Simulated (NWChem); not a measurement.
Ionisation of In (+1)

```
In
```
Charge +1, spin multiplicity 1.

Program: NWChem.

Basis set: def2-TZVP. −ε marks an orbital energy of the parent.

Effective core potentials replace the inner electrons of In; spin-orbit coupling is left out. B3LYP has NWChem's definition, with VWN1-RPA local correlation.

**Question.** For the first vertical ionisation energy, −ε(HOMO) of HF gives 17.28 eV and −ε(HOMO) of B3LYP gives 15.80 eV. What do −ε(HOMO) of PBE, −ε(HOMO) of M06-2X, G0W0@PBE give?

**Answer.** −ε(HOMO) of PBE: 14.98 eV; −ε(HOMO) of M06-2X: 16.22 eV; G0W0@PBE: 18.60 eV.
